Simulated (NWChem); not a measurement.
Species: C₂H₄N cation; SMILES CC#[NH+]

```xyz
7

C      0.0000     0.0000     1.2668
C      0.0000     0.0000    -0.1641
N      0.0000     0.0000    -1.3103
H      0.3095    -0.9951     1.6279
H     -1.0165     0.2295     1.6279
H      0.7071     0.7656     1.6279
H      0.0000     0.0000    -2.3275
```
Atoms are numbered in this order, from 1.

Program: NWChem. Pople sets run with spherical d functions. Medium grid unless said otherwise, to which SCAN and Minnesota functionals are sensitive. Structure relaxed at the PBE0/def2-SVP level.

Question: Order these by “highest occupied level (eV)”, lowest first: PBE0/6-31G*; M06-2X/6-31G*; B97-D/6-31G*; MN15/6-31G*; Hartree-Fock/6-31G*.

Answer: Hartree-Fock/6-31G* (-20.72), M06-2X/6-31G* (-18.60), MN15/6-31G* (-17.93), PBE0/6-31G* (-17.23), B97-D/6-31G* (-15.76)
